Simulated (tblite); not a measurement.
C₅H₁₁OP.
Z-matrix (Å and degrees, GFN2-xTB geometry), rows numbered from 1:
```
C 
C   1  1.3210
C   2  1.4850  1  124.13
P   3  1.8497  2  113.97  1  -102.25
C   4  1.8333  3  106.08  2   -52.69
C   4  1.8319  3  105.34  2    58.55
O   4  1.4685  3  112.29  2  -177.17
H   1  1.0765  2  122.03  3   179.09
H   1  1.0780  2  121.63  3    -1.16
H   2  1.0821  1  120.10  3  -179.27
H   3  1.0933  2  111.76  1    17.12
H   3  1.0935  2  111.66  1   138.55
H   5  1.0885  4  107.54  3  -179.46
H   5  1.0852  4  112.26  3    59.40
H   5  1.0885  4  108.16  3   -62.45
H   6  1.0853  4  111.81  3   -52.62
H   6  1.0880  4  107.93  3    68.68
H   6  1.0882  4  108.07  3  -174.10
```

Method: GFN2-xTB as coded in tblite; computed harmonic values from a numerical Hessian at the method's own geometry, unscaled. The method is semi-empirical: single wavenumbers can be off by several per cent or more. One conformer, not necessarily the lowest.

Harmonic wavenumbers (cm⁻¹): 45.6, 75.3, 146.6, 166.4, 182.0, 207.2, 229.1, 303.2, 318.7, 335.5, 419.1, 582.6, 674.7, 726.4, 737.8, 776.0, 823.8, 854.9, 867.2, 883.1, 894.3, 956.4, 1020.8, 1039.3, 1167.2, 1178.9, 1262.4, 1291.1, 1308.4, 1314.7, 1404.3, 1422.0, 1429.8, 1430.6, 1435.1, 1443.9, 1708.4, 2942.9, 2951.5, 3007.6, 3009.0, 3012.6, 3014.7, 3039.9, 3044.4, 3057.4, 3098.9, 3128.1.

A = 3328, B = 1434, C = 1395 MHz; mass 118.055 u (most abundant isotopes); point group C1, symmetry number 1.

Q: What is the zero-point energy?

A: Half the sum of the wavenumbers: 32185 cm⁻¹ = 92.02 kcal/mol.

Q: Give the ideal-gas entropy at 298.15 K and 1 bar in the rigid-rotor, harmonic-oscillator model (classical rotation).

A: Translation 40.24, rotation 28.27, vibration 28.28: S = 96.8 cal/(mol K).

Q: And Cp and H(298.15 K) − H(0)?

A: Cp = 37.23 cal/(mol K), of which vibrations give 29.28 (their classical limit is 48 R = 95.4); H(298.15 K) − H(0) = 6.86 kcal/mol without the zero-point energy, 4.49 from vibrations.

Q: Blend soft modes into free rotors: weight 1/[1 + (100 cm⁻¹/ν̃)⁴] for the oscillator and the rest for a rotor with moment μB/(μ + B), μ = h/(8π²ν), B = 10⁻⁴⁴ kg m². What vibrational entropy results?

A: 26.28 cal/(mol K) in place of 28.28, which changes −T·S at 298.15 K by +0.60 kcal/mol.

Q: What must be added to the electronic energy to get the Gibbs energy at 298.15 K and 1 bar?

A: ZPE + [H(298.15 K) − H(0)] − T·S = 92.02 + 6.86 − 28.86 = 70.02 kcal/mol.

Hindered rotation and anharmonicity are outside this model. Other conformers, if any are populated, would add a mixing term that is left out. The structure is chiral; the term R ln 2 for an equal mix with its mirror image is left out.
